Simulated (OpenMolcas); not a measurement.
N⁺: effect of the active space

```json
{
  "Program": "OpenMolcas",
  "Method": "XMS-CASPT2 or its RAS form, IPEA 0.25 Eh, imaginary shift 0.1 Eh",
  "Basis": "ANO-RCC-VTZP",
  "Scalar Hamiltonian": "DKH2, point nucleus",
  "Spin-orbit coupling": "state interaction with AMFI integrals over the reference wave functions, term energies averaged over their components"
}
```

A. 2 electrons in 3 orbitals (2p); 2S+1 = 3 even, 3 roots; 2S+1 = 1 even, 6 roots; closed shells correlated: 1s 2s; CASPT2 step roughly 0.5 core-seconds
B. 4 electrons in 4 orbitals (2s 2p); 2S+1 = 3 even, 6 roots; 2S+1 = 1 even, 6 roots; 2S+1 = 5 odd, 1 root; 2S+1 = 3 odd, 9 roots; 2S+1 = 1 odd, 8 roots; closed shells correlated: 1s; CASPT2 step of the order of 1.5 core-seconds
C. 4 electrons in 8 orbitals (2s 2p 3s 3p); 2S+1 = 3 even, 3 roots; 2S+1 = 1 even, 6 roots; 2S+1 = 5 odd, 1 root; 2S+1 = 3 odd, 9 roots; 2S+1 = 1 odd, 8 roots; closed shells correlated: 1s; CASPT2 step of the order of 4 core-seconds
D. 4 electrons in 9 orbitals (RAS2 2s 2p; RAS3 3d, at most 2 electrons); 2S+1 = 3 even, 6 roots; 2S+1 = 1 even, 11 roots; 2S+1 = 5 odd, 1 root; 2S+1 = 3 odd, 9 roots; 2S+1 = 1 odd, 8 roots; closed shells correlated: 1s; CASPT2 step of the order of 20 core-seconds

Energies in cm-1 above 2s2 2p2 3P0, the measured ground level; measured values from NIST Handbook of Basic Atomic Spectroscopic Data.

```tsv
Level	A	B	C	D	Measured
2s2 2p2 3P0	0.0	0.0	0.0	0.0	0.0
2s2 2p2 3P1	47.3	44.2	45.5	43.7	48.7
2s2 2p2 3P2	141	131	135	130	131
2s2 2p2 1D2	15600	16700	15710	15930	15316
2s2 2p2 1S0	36440	33700	32800	33950	32689
```

Deviations, from unrounded energies. A percentage is the sum of absolute deviations over the sum of measured energies, with the sign that they share, or ± where signs differ.

```
                        Against measurement  Levels     A     B     C     D
             mean absolute deviation (cm-1)       4  1000   600   130   470
      fine structure of the ground term (%)       2  ±6.3  ±2.8  ±4.2  -3.2
other terms of the ground configuration (%)       2  +8.4  +5.0  +1.1  +3.9
```

C lies closest to measurement on these levels and A furthest from it. The largest miss of C in the table is 2s2 2p2 1D2, by +390 cm-1. The ranking rests on the paired levels alone, and a cruder setting can come out closer through cancelling errors.

Among A to D the level of the table that moves most is 2s2 2p2 1S0, by 3600 cm-1 (lowest in C, highest in A). Moves below CASPT2's spread within the term are not significant.

Term energies are means over components that CASPT2 splits; among the terms shown or strongly mixed into the levels shown the widest spread is 620 cm-1 (2s2 2p2 1D, A). Over all roots computed the reference weight is 0.92 to 0.99 in B; the roots of lowest weight are the least certain, and an intruder state may touch them. With the s shell closed, the reference lacks s² → p² mixing (holds for A). The run also gave levels led by 2s2 2p 3s, which use shells meant for correlation; these and all levels above them are left out (holds for C). Active for correlation alone: 3d; no level in the range computed is led by a configuration that fills it, so any true level of that kind is missing (holds for D). Computed and measured levels are paired by configuration, term and J; levels that our copy of the source lacks, or whose pairing is in doubt (as where it misses far off the trend of its configuration), stay unpaired and out of the deviations. Levels of configurations outside the active space are missing. Levels that lie high or do not pair safely by name in every column are left out.
